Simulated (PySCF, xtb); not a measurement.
(S)-bromo-chloro-fluoromethane (CHBrClF), SMILES F[C@@H](Cl)Br.

xtb 6.7.1 with GFN2-xTB at its own geometry gives an orbital gap of 4.73 eV and a dipole moment of 2.77 D.

Coordinates come from a PBE0-D3(BJ)/def2-SVP optimisation.

**Question.** What does ωB97X/def2-TZVPD in PySCF give? (The exact figures need the calculation; the answer reports its results.)

**Answer.** gap 11.98 eV (levels -11.03 and 0.96 eV), dipole 1.21 D.
